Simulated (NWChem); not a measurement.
## Total energies of H2Ge

```
Ge
H 1 1.6055
H 1 1.6055 2 90.73
```
Charge 0, spin multiplicity 1.

Everything below was run with NWChem. The geometry was optimised at B3LYP/def2-SVP, a minimum by its harmonic frequencies.

Basis set: def2-SVP (42 functions).

```json
[
 {"method": "RHF", "total energy (Ha)": "-2076.21134"},
 {"method": "MP2", "total energy (Ha)": "-2076.42802"},
 {"method": "B2PLYP", "total energy (Ha)": "-2077.49987"},
 {"method": "PBE", "total energy (Ha)": "-2077.55858"},
 {"method": "B3LYP", "total energy (Ha)": "-2077.93244"},
 {"method": "LDA (SVWN5)", "total energy (Ha)": "-2074.70074"},
 {"method": "CCSD(T)", "total energy (Ha)": "-2076.44874"}
]
```

Total energies of different functionals aren't comparable as a measure of quality: only differences taken within one method are. 

The Hamiltonian is non-relativistic. The correlated methods keep 9 core orbitals frozen. B3LYP has NWChem's definition, with VWN1-RPA local correlation. The structure started from a generated list of species. Coupled-cluster values serve here as a point of comparison, not as the truth.
